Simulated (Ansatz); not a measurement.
Reaction (redistribution): 2 `C[SiH2][Se]C` → `C[SiH2][Se][Se]C` + `C[SiH2]C`

Program: Ansatz. Geometries: PBE0-D4/def2-TZVP. ΔE: electronic, gas phase. CCSD(T)/CBS is the MP2 limit (def2-TZVPP, def2-QZVPP) plus CCSD(T) − MP2 in def2-TZVPP, frozen cores. Functionals use def2-TZVPP. For Se outer-core shells are correlated without core-valence functions, which leaves a few kJ/mol of doubt a bond. Scalar relativity is left out up to krypton. One conformer a species, not always the lowest.

`C[SiH2][Se]C`:

Z-matrix (Å, degrees):
```
C
Si 1 1.868
H 1 1.092 2 111.0
H 1 1.093 2 110.3 3 119.6
H 1 1.092 2 110.6 3 -120.2
Se 2 2.273 1 113.0 3 60.7
H 2 1.490 1 109.4 3 -61.0
H 2 1.486 1 111.1 3 178.2
C 6 1.958 2 97.0 1 -65.2
H 9 1.088 6 110.6 2 66.2
H 9 1.089 6 106.5 2 -175.0
H 9 1.088 6 110.2 2 -56.4
```

`C[SiH2][Se][Se]C`:

```xyz
13

C     0.671    1.089   -2.004
Si   -0.848    0.597   -1.045
Se   -0.801    1.379    1.105
Se    1.045    0.094    1.734
C     0.124   -1.530    2.285
H     0.634    0.672   -3.014
H     0.746    2.175   -2.076
H     1.566    0.710   -1.506
H    -0.992   -0.882   -1.003
H    -2.080    1.186   -1.640
H    -0.543   -1.314    3.116
H    -0.425   -1.950    1.445
H     0.903   -2.226    2.604
```

`C[SiH2]C`:

```xyz
11

C    -1.298   -0.280   -0.859
Si    0.007   -0.569    0.451
C     1.291    0.794    0.452
H    -2.043   -1.078   -0.854
H    -0.848   -0.245   -1.855
H    -1.817    0.667   -0.690
H     0.674   -1.881    0.209
H    -0.642   -0.641    1.792
H     1.797    0.852   -0.515
H     2.049    0.618    1.219
H     0.829    1.764    0.650
```

```tsv
level	ΔE (eV)
BLYP	-0.13
MP2/def2-SVP	-0.04
CCSD/def2-SVP	-0.05
MP2/def2-TZVPP	-0.02
```

Problem. What does CCSD(T)/CBS give? (An estimate is asked.)

Solution. Computed: -0.05 eV. The listed levels differ from it by -0.08, 0.01, 0.00, 0.03 eV.

Problem. What do rigid-rotor, harmonic-oscillator terms from PBE0-D4/def2-TZVP frequencies (298.15 K, 1 bar) make of the CCSD(T)/CBS value? (An estimate is asked.)

Solution. Ansatz gave: ΔZPE = -0.02 eV, ΔH = -0.07 eV, ΔS = -17 J/(mol·K), ΔG = -0.02 eV.

Largest T1 diagnostic among the species: 0.010.

Leaving LDA and LC-ωPBE aside and taking each functional with its dispersion term where it has one, the values, not all of them listed here, spread over 0.12 eV, from BLYP-D4 to PBE-QIDH. From PBE to PBE0 (25 % exact exchange), in def2-TZVPP and without D4, ΔE moves by +0.03 eV.
